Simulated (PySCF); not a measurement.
# Computed records: CH$_{7}$B$_{2}$Ge, CH$_{6}$BClGe, CH$_{7}$BGe, CH$_{4}$BClGe and others

Calculation on a computer-drawn molecule: the log of a Hartree-Fock and frozen-core CCSD(T) single point meant for a local Hartree-Fock minimum, with one planted fault or none, to be diagnosed. Offsets are logged minus clean, where the clean run is the same molecule without the fault. The reference is restricted for singlets and unrestricted otherwise, and also for a bond in bohr or an excited solution. Adding or removing an electron swaps singlet and doublet. The excited solution moves the top pair (singlet) or top alpha electron (doublet) to the lowest empty orbital. Highest occupied and lowest empty are orbital energies over both spins, largest force is the largest gradient component, triples share is (T) over the correlation energy, the T1 limit is 0.02 restricted and 0.045 unrestricted, electrons count all cores, a negative frequency is imaginary (commonest isotopes), and the dipole is about the centre of nuclear charge; on germanium a core potential holds 10 electrons, which the energies leave out, and 3d is frozen in MP2 and coupled-cluster steps. Program: PySCF 2.14.0.

Common to all runs: meant multiplicity 1; meant basis and core potential on germanium cc-pVDZ-PP ECP10MDF; logged SCF converged yes; possible faults no fault, one electron removed, one electron added, multiplicity raised by two, geometry at a saddle point, SCF held on an excited solution, minimal basis STO-3G, one bond length entered in bohr, all coordinates scaled.

(1) CH$_{7}$B$_{2}$Ge

Logged structure:
```xyz
11
CH7B2Ge
B      0.9777    -1.5360    -0.9850
C     -0.3936    -1.7330     1.7046
Ge    -1.7379    -0.3992     1.9946
B     -3.7695    -0.7407     2.3046
H      1.2520    -0.4596    -1.4293
H      1.2614    -2.5351    -1.5664
H     -0.7505    -2.7278     1.9639
H      0.4138    -1.4461     2.4018
H     -1.2234     1.0336     1.9687
H     -4.4763    -0.8001     1.3500
H     -4.1485    -0.8623     3.4251
```

```
meant charge                         : 1
meant basis                          : cc-pVDZ
logged electrons                     : 54
logged basis functions               : 100
logged spin squared                  : 0.7543
logged highest occupied              : -13.261 eV
logged lowest empty                  : -5.3315 eV
logged largest force                 : 0.032158 hartree/bohr
logged T1 diagnostic                 : 0.066999
logged D1 diagnostic                 : 0.37072
logged triples share                 : 0.034157
logged CC converged                  : yes
logged dipole magnitude              : 0.83893 debye
logged SCF stable within its kind    : yes
logged energy HF                     : -384.25144 hartree
logged energy CCSD(T)                : -384.69122 hartree
planted fault                        : one bond length entered in bohr, row 1 of the drawn bonds
HF energy offset from clean run      : 82.95 kcal/mol
CCSD(T) energy offset from clean run : 87.04 kcal/mol
```

Drawn bonds:
```tsv
atom	other atom	order
1	2	1
2	3	1
3	4	1
1	5	1
1	6	1
2	7	1
2	8	1
3	9	1
4	10	1
4	11	1
```

Notes: T1 above single-reference limit.

(2) CH$_{7}$B$_{2}$Ge

Logged structure:
```xyz
11
CH7B2Ge
B      1.0119    -1.5898    -1.0195
C      0.2608    -1.6977     0.4536
Ge    -1.1305    -0.3172     0.7537
B     -3.2332    -0.6707     1.0746
H      1.2958    -0.4757    -1.4794
H      1.3056    -2.6238    -1.6212
H     -0.1085    -2.7273     0.7219
H      1.0965    -1.4007     1.1752
H     -0.5980     1.1658     0.7269
H     -3.9648    -0.7321     0.0866
H     -3.6255    -0.7965     2.2343
```

```
meant charge                         : 1
meant basis                          : cc-pVDZ
logged electrons                     : 54
logged basis functions               : 100
logged spin squared                  : 0
logged highest occupied              : -16.224 eV
logged lowest empty                  : -4.9906 eV
logged largest force                 : 0.023268 hartree/bohr
logged T1 diagnostic                 : 0.012778
logged D1 diagnostic                 : 0.037403
logged triples share                 : 0.028328
logged CC converged                  : yes
logged dipole magnitude              : 1.5502 debye
logged SCF stable within its kind    : yes
logged energy HF                     : -384.37381 hartree
logged energy CCSD(T)                : -384.82511 hartree
planted fault                        : all coordinates scaled, by +3.5 %
HF energy offset from clean run      : 6.164 kcal/mol
CCSD(T) energy offset from clean run : 3.021 kcal/mol
```

Drawn bonds:
```tsv
atom	other atom	order
1	2	1
2	3	1
3	4	1
1	5	1
1	6	1
2	7	1
2	8	1
3	9	1
4	10	1
4	11	1
```

(3) CH$_{6}$BClGe

Logged structure:
```xyz
10
CH6BClGe
B     -1.2433     1.4648    -0.4260
C     -1.0496     0.1168     0.3465
Ge     0.8492    -0.2405     0.6955
Cl     1.9349    -0.2540    -1.1999
H     -1.4211     1.4825    -1.6111
H     -1.1878     2.5081     0.1683
H     -1.4822     0.1530     1.3532
H     -1.4326    -0.7588    -0.1814
H      1.5072     0.8403     1.5460
H      1.0462    -1.6258     1.3000
```

```
meant charge                         : 0
meant basis                          : cc-pV(D+d)Z
logged electrons                     : 66
logged basis functions               : 104
logged spin squared                  : 2.0157
logged highest occupied              : -7.0955 eV
logged lowest empty                  : -2.8787 eV
logged largest force                 : 0.097951 hartree/bohr
logged T1 diagnostic                 : 0.027145
logged D1 diagnostic                 : 0.17293
logged triples share                 : 0.028786
logged CC converged                  : yes
logged dipole magnitude              : 2.4705 debye
logged SCF stable within its kind    : yes
logged energy HF                     : -818.75464 hartree
logged energy CCSD(T)                : -819.28702 hartree
planted fault                        : multiplicity raised by two
HF energy offset from clean run      : 129.2 kcal/mol
CCSD(T) energy offset from clean run : 128.8 kcal/mol
```

Drawn bonds:
```tsv
atom	other atom	order
1	2	1
2	3	1
3	4	1
1	5	1
1	6	1
2	7	1
2	8	1
3	9	1
3	10	1
```

(4) CH$_{7}$BGe

Logged structure:
```xyz
10
CH7BGe
B     -0.2271     0.3794     2.3710
C     -0.0797     1.2307     1.0778
Ge    -0.0745     0.0192    -0.5003
H     -2.2810    -0.1529     3.1855
H      0.7413    -0.0619     2.9312
H     -0.9136     1.9145     0.9005
H      0.8649     1.7764     1.0124
H     -1.3841    -0.7725    -0.5831
H      1.0975    -0.9655    -0.4268
H      0.0716     0.8762    -1.7612
```

```
meant charge                         : 0
meant basis                          : cc-pVDZ
logged electrons                     : 50
logged basis functions               : 86
logged spin squared                  : 0.6218
logged highest occupied              : -9.3351 eV
logged lowest empty                  : 1.8204 eV
logged largest force                 : 0.024509 hartree/bohr
logged T1 diagnostic                 : 0.064683
logged D1 diagnostic                 : 0.27547
logged triples share                 : 0.032451
logged CC converged                  : yes
logged dipole magnitude              : 1.7249 debye
logged SCF stable within its kind    : yes
logged energy HF                     : -359.8624 hartree
logged energy CCSD(T)                : -360.26097 hartree
planted fault                        : one bond length entered in bohr, row 3 of the drawn bonds
HF energy offset from clean run      : 75.84 kcal/mol
CCSD(T) energy offset from clean run : 74.54 kcal/mol
```

Drawn bonds:
```tsv
atom	other atom	order
1	2	1
2	3	1
1	4	1
1	5	1
2	6	1
2	7	1
3	8	1
3	9	1
3	10	1
```

Notes: T1 above single-reference limit.

(5) CH$_{7}$BGe

Logged structure:
```xyz
10
CH7BGe
B     -0.2271     0.3794     2.3710
C     -0.0797     1.2307     1.0778
Ge    -0.0745     0.0192    -0.5003
H     -1.3140     0.0977     2.8020
H      0.7413    -0.0619     2.9312
H     -0.9136     1.9145     0.9005
H      0.8649     1.7764     1.0124
H     -1.3841    -0.7725    -0.5831
H      1.0975    -0.9655    -0.4268
H      0.0716     0.8762    -1.7612
```

```
meant charge                      : 0
meant basis                       : cc-pVDZ
logged electrons                  : 50
logged basis functions            : 86
logged spin squared               : 0
logged highest occupied           : -4.1956 eV
logged lowest empty               : -4.9059 eV
logged largest force              : 0.15152 hartree/bohr
logged CC converged               : no
logged dipole magnitude           : 5.11 debye
logged SCF stable within its kind : no
logged energy HF                  : -359.41465 hartree
planted fault                     : SCF held on an excited solution
HF energy offset from clean run   : 356.8 kcal/mol
```

Drawn bonds:
```tsv
atom	other atom	order
1	2	1
2	3	1
1	4	1
1	5	1
2	6	1
2	7	1
3	8	1
3	9	1
3	10	1
```

Notes: CCSD not converged.

(6) CH$_{4}$BClGe

Logged structure:
```xyz
8
CH4BClGe
B      0.3463     1.0424     2.1211
C      0.2236     2.0783     0.9634
Ge     1.8946     3.1660     0.6837
Cl     1.9917     4.1594     2.6721
H      0.8246    -0.0421     1.9096
H      0.0096     1.3145     3.2382
H      0.0592     1.6181    -0.0163
H     -0.5361     2.8460     1.1564
```

```
meant charge                      : 0
meant basis                       : cc-pV(D+d)Z
logged electrons                  : 64
logged basis functions            : 94
logged spin squared               : 0
logged highest occupied           : -5.7348 eV
logged lowest empty               : -3.045 eV
logged largest force              : 0.051045 hartree/bohr
logged CC converged               : no
logged dipole magnitude           : 3.5751 debye
logged SCF stable within its kind : no
logged energy HF                  : -817.53311 hartree
planted fault                     : SCF held on an excited solution
HF energy offset from clean run   : 160.1 kcal/mol
```

Drawn bonds:
```tsv
atom	other atom	order
1	2	1
2	3	1
3	4	1
1	5	1
1	6	1
2	7	1
2	8	1
```

Notes: CCSD not converged.

(7) CH$_{6}$B$_{2}$Ge

Logged structure:
```xyz
10
CH6B2Ge
B     -0.9288    -0.7517     0.6399
C      0.2488    -0.1901     1.1804
B      1.3657    -0.7678     0.5376
Ge     0.2397     1.5973     0.6828
H     -1.7313    -1.0844     1.3000
H     -1.0588    -0.8612    -0.4355
H      0.2928    -0.1947     2.1677
H      1.3958    -0.8833    -0.5446
H      2.2212    -1.1072     1.1235
H      0.1826     1.3861    -0.7350
```

```
meant charge                         : 0
meant basis                          : cc-pVDZ
logged electrons                     : 54
logged basis functions               : 95
logged spin squared                  : 0
logged highest occupied              : -9.0137 eV
logged lowest empty                  : 0.245 eV
logged largest force                 : 0.095382 hartree/bohr
logged T1 diagnostic                 : 0.016119
logged D1 diagnostic                 : 0.049242
logged triples share                 : 0.029574
logged CC converged                  : yes
logged dipole magnitude              : 0.34027 debye
logged SCF stable within its kind    : yes
logged energy HF                     : -383.97134 hartree
logged energy CCSD(T)                : -384.4271 hartree
planted fault                        : all coordinates scaled, by -9.3 %
HF energy offset from clean run      : 51.28 kcal/mol
CCSD(T) energy offset from clean run : 55.89 kcal/mol
```

Drawn bonds:
```tsv
atom	other atom	order
1	2	1
2	3	1
2	4	1
1	5	1
1	6	1
2	7	1
3	8	1
3	9	1
4	10	1
```

(8) CH$_{6}$B$_{2}$Ge

Logged structure:
```xyz
10
CH6B2Ge
B     -1.0240    -0.8288     0.7055
C      0.2744    -0.2096     1.3014
B      1.5058    -0.8465     0.5927
Ge     0.2642     1.7610     0.7528
H     -1.9088    -1.1956     1.4333
H     -1.1674    -0.9495    -0.4801
H      0.3228    -0.2147     2.3900
H      1.5389    -0.9738    -0.6004
H      2.4489    -1.2207     1.2387
H      0.2014     1.5282    -0.8104
```

```
meant charge                      : 0
meant basis                       : cc-pVDZ
logged electrons                  : 54
logged basis functions            : 95
logged spin squared               : 0
logged highest occupied           : -6.0921 eV
logged lowest empty               : -2.872 eV
logged largest force              : 0.053368 hartree/bohr
logged dipole magnitude           : 1.4097 debye
logged SCF stable within its kind : no
logged energy HF                  : -383.83292 hartree
planted fault                     : SCF held on an excited solution
HF energy offset from clean run   : 138.1 kcal/mol
```

Drawn bonds:
```tsv
atom	other atom	order
1	2	1
2	3	1
2	4	1
1	5	1
1	6	1
2	7	1
3	8	1
3	9	1
4	10	1
```

Notes: coupled-cluster numbers left out as unreliable.
